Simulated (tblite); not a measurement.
Compound: C₅H₉BOSi.
Atom-mapped SMILES: `[CH2:1]=[CH:2][C:3]1=[CH:4][C@H:5]1[BH:6][O:7][SiH3:8]` (hydrogens: H9, H10 on C1; H11 on C2; H12 on C4; H13 on C5; H14 on B6; H15, H16, H17 on Si8)

Computed with GFN2-xTB (tblite), gas phase: L-BFGS steps from a force-field or distance-geometry start until the largest atomic force falls under 0.01 eV/Å.

Step 83: E = -606.9025 eV
```
atom  x, y, z in Å  |  force x, y, z in eV/Å
C1     -1.3258    0.7612   -1.5761    0.011  -0.038  -0.015
C2     -1.8518   -0.3827   -1.1352   -0.031   0.022   0.014
C3     -1.4567   -0.9594    0.0963    0.011   0.007  -0.029
C4     -1.5020   -1.7952    1.0937   -0.017  -0.035   0.004
C5     -0.3868   -0.7796    1.1803   -0.043  -0.011  -0.014
B6      1.0832   -1.0578    0.7463    0.012   0.045   0.054
O7      1.9394   -0.0481    0.6725    0.049   0.042  -0.064
Si8     2.2580    1.5252    0.5329    0.059  -0.064   0.052
H9     -0.5651    1.2696   -1.0043   -0.034   0.015  -0.036
H10    -1.6317    1.2173   -2.5029    0.011  -0.044   0.032
H11    -2.6084   -0.9149   -1.6992   -0.032   0.033   0.005
H12    -1.9723   -2.5883    1.6188    0.002  -0.024  -0.009
H13    -0.5497    0.0615    1.8587   -0.009   0.043  -0.005
H14     1.4560   -2.1258    0.4138   -0.004  -0.015  -0.013
H15     2.5476    1.7236   -0.8890   -0.001   0.004   0.017
H16     1.1560    2.4066    0.9376   -0.029  -0.023   0.004
H17     3.4032    1.6987    1.4188    0.044   0.044   0.004
```

Step 84: E = -606.9038 eV
```
atom  x, y, z in Å  |  force x, y, z in eV/Å
C1     -1.3266    0.7547   -1.5830    0.032  -0.045  -0.016
C2     -1.8568   -0.3836   -1.1332   -0.025   0.019   0.010
C3     -1.4580   -0.9574    0.0987    0.003   0.020  -0.036
C4     -1.5019   -1.7871    1.1011   -0.014  -0.052   0.008
C5     -0.3814   -0.7767    1.1761   -0.023   0.004  -0.008
B6      1.0871   -1.0595    0.7367    0.009   0.035   0.019
O7      1.9460   -0.0524    0.6529    0.007   0.012  -0.034
Si8     2.2539    1.5246    0.5413    0.081  -0.041   0.038
H9     -0.5601    1.2618   -1.0180   -0.032   0.017  -0.031
H10    -1.6296    1.2050   -2.5135   -0.004  -0.039   0.034
H11    -2.6187   -0.9132   -1.6924   -0.035   0.024   0.011
H12    -1.9721   -2.5753    1.6342    0.005  -0.018  -0.017
H13    -0.5386    0.0688    1.8507   -0.003   0.040  -0.006
H14     1.4578   -2.1269    0.3993   -0.018  -0.015   0.000
H15     2.5477    1.7434   -0.8759    0.002   0.007   0.004
H16     1.1503    2.3991    0.9538   -0.042  -0.021   0.009
H17     3.3943    1.6869    1.4344    0.057   0.054   0.015
```

Step 85: E = -606.9050 eV
```
atom  x, y, z in Å  |  force x, y, z in eV/Å
C1     -1.3285    0.7488   -1.5900    0.042  -0.041  -0.012
C2     -1.8630   -0.3836   -1.1316   -0.016   0.002   0.005
C3     -1.4577   -0.9562    0.0991   -0.016   0.019  -0.035
C4     -1.5011   -1.7822    1.1047   -0.010  -0.052   0.010
C5     -0.3774   -0.7750    1.1717    0.008   0.022   0.001
B6      1.0915   -1.0602    0.7316   -0.002   0.022  -0.015
O7      1.9514   -0.0546    0.6376   -0.032  -0.039   0.001
Si8     2.2529    1.5238    0.5499    0.082   0.016   0.023
H9     -0.5559    1.2549   -1.0332   -0.022   0.019  -0.022
H10    -1.6332    1.1945   -2.5214   -0.016  -0.023   0.017
H11    -2.6310   -0.9097   -1.6856   -0.036   0.015   0.020
H12    -1.9720   -2.5660    1.6437    0.006  -0.019  -0.022
H13    -0.5311    0.0739    1.8434    0.001   0.035  -0.007
H14     1.4615   -2.1279    0.3932   -0.027  -0.015   0.010
H15     2.5481    1.7582   -0.8635    0.009   0.012  -0.014
H16     1.1481    2.3952    0.9667   -0.041  -0.031   0.014
H17     3.3904    1.6780    1.4468    0.068   0.058   0.027
```

Step 86: E = -606.9062 eV
```
atom  x, y, z in Å  |  force x, y, z in eV/Å
C1     -1.3292    0.7397   -1.6000    0.033  -0.042   0.000
C2     -1.8703   -0.3847   -1.1297    0.000  -0.009  -0.004
C3     -1.4572   -0.9550    0.0992   -0.033  -0.002  -0.001
C4     -1.5011   -1.7764    1.1093    0.008  -0.021   0.002
C5     -0.3715   -0.7735    1.1661    0.014   0.028   0.008
B6      1.0972   -1.0618    0.7228   -0.026  -0.001  -0.042
O7      1.9576   -0.0574    0.6217   -0.046  -0.032   0.030
Si8     2.2528    1.5240    0.5622    0.061   0.042  -0.003
H9     -0.5491    1.2448   -1.0539   -0.006   0.017  -0.010
H10    -1.6391    1.1809   -2.5306   -0.026  -0.004  -0.013
H11    -2.6477   -0.9058   -1.6755   -0.030   0.011   0.030
H12    -1.9763   -2.5524    1.6569    0.022  -0.007  -0.037
H13    -0.5194    0.0808    1.8338    0.003   0.011  -0.020
H14     1.4656   -2.1299    0.3809   -0.037   0.000   0.023
H15     2.5488    1.7783   -0.8480    0.013   0.011  -0.007
H16     1.1442    2.3909    0.9845   -0.017  -0.057   0.012
H17     3.3878    1.6695    1.4634    0.068   0.057   0.032
```

Question: Estimate the geometry and energy of step 87. (The exact step hangs on the optimiser's Hessian estimate; all steps are aligned on step 86, rigid shifts and turns removed.)

Answer: E = -606.9076 eV, largest force 0.163 eV/Å
```
atom  x, y, z in Å  |  force x, y, z in eV/Å
C1     -1.3361    0.7341   -1.6103    0.020   0.006  -0.012
C2     -1.8811   -0.3828   -1.1294    0.002  -0.049  -0.003
C3     -1.4539   -0.9559    0.0932   -0.067  -0.012  -0.004
C4     -1.4963   -1.7785    1.1022    0.006   0.004   0.001
C5     -0.3699   -0.7733    1.1598    0.061   0.048   0.004
B6      1.1035   -1.0599    0.7281   -0.045  -0.014  -0.059
O7      1.9613   -0.0540    0.6219   -0.071  -0.134   0.060
Si8     2.2598    1.5240    0.5729    0.043   0.149   0.003
H9     -0.5467    1.2395   -1.0791    0.018   0.004   0.005
H10    -1.6601    1.1744   -2.5355   -0.030   0.018  -0.047
H11    -2.6728   -0.8950   -1.6638   -0.012   0.002   0.043
H12    -1.9705   -2.5528    1.6506    0.003  -0.052  -0.015
H13    -0.5209    0.0820    1.8250    0.000   0.021  -0.003
H14     1.4762   -2.1306    0.4000   -0.030   0.001   0.018
H15     2.5503    1.7816   -0.8353    0.035   0.023  -0.056
H16     1.1525    2.3963    0.9920    0.002  -0.075   0.025
H17     3.3979    1.6627    1.4707    0.064   0.060   0.040
```

The energy changes by -0.0013 eV. The first-order estimate −F·Δx gives -0.0024 eV and the mean of the old and new forces, exact on a quadratic surface, -0.0013 eV. The step makes an angle of 79° with the force vector and moves no atom by more than 0.030 Å.

What follows is the cost of the whole relaxation. On one thread, Arm Neoverse N1 (aarch64) (shared host), this took 2.2 s.
